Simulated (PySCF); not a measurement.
mer-MnCl3(PH3)3 (quintet state).
Bonds: Mn1–Cl2, Mn1–Cl3, Mn1–Cl4, Mn1–P5, Mn1–P9, Mn1–P13. Hydrogens: H6, H7, H8 on P5; H10, H11, H12 on P9; H14, H15, H16 on P13.

Method used: PBE0-D3(BJ)/def2-SVP geometry optimisation, gas phase in PySCF 2.14.0.

(1) How far are the bound atoms from Mn1?

(2) List the angles at Mn1.

(3) What is the shape at Mn1?

(4) What are the other bond lengths?

(5) What are the rotational constants (commonest isotopes, rigid rotor)?

## Answers

(1) 6 atoms: Cl4 2.226 Å, Cl3 2.249 Å, Cl2 2.269 Å, P5 2.437 Å, P9 2.733 Å, P13 2.737 Å. The nearest atom not counted as bound is H7, at 3.25 Å.

(2) 
| angle | degrees | distance of the outer atoms (Å) |
| --- | --- | --- |
| Cl4–Mn1–P5 | 174.2 | 4.66 |
| P9–Mn1–P13 | 169.0 | 5.44 |
| Cl2–Mn1–Cl3 | 162.7 | 4.47 |
| Cl2–Mn1–Cl4 | 98.5 | 3.41 |
| Cl3–Mn1–Cl4 | 98.2 | 3.38 |
| P5–Mn1–P13 | 97.4 | 3.89 |
| Cl3–Mn1–P9 | 96.9 | 3.74 |
| P5–Mn1–P9 | 93.4 | 3.77 |
| Cl2–Mn1–P13 | 91.0 | 3.59 |
| Cl2–Mn1–P9 | 89.5 | 3.54 |
| Cl4–Mn1–P13 | 87.4 | 3.45 |
| Cl3–Mn1–P13 | 85.7 | 3.41 |
| Cl3–Mn1–P5 | 85.4 | 3.18 |
| Cl4–Mn1–P9 | 81.7 | 3.27 |
| Cl2–Mn1–P5 | 78.2 | 2.97 |

(3) Distorted octahedral: the three widest angles are 174.2°, 169.0° and 162.7°, the others run from 78.2° to 98.5°. The Mn–Cl distances aren't all alike: 2.226 to 2.269 Å. The Mn–P distances aren't all alike: 2.437 to 2.737 Å.

(4) P5–H6, P5–H7, P5–H8 1.416 Å; P9–H10 and 4 like bonds 1.419 Å; P9–H12 1.426 Å.

(5) A = 670.1, B = 570.7, C = 536.9 MHz: an asymmetric top.

Point group: C1 (no symmetry element, even within 0.4 Å). Charge 0, quintet. ⟨S²⟩ = 6.110 (exact for a quintet: 6.00). Whether it is a minimum is left open (no frequencies).

Time: 21 min wall; peak memory 1.2 GiB. Hardware: one thread, Arm Neoverse V2 (aarch64), shared host with 32 logical CPUs at a one-minute load of 16. These figures are those of the optimisation.
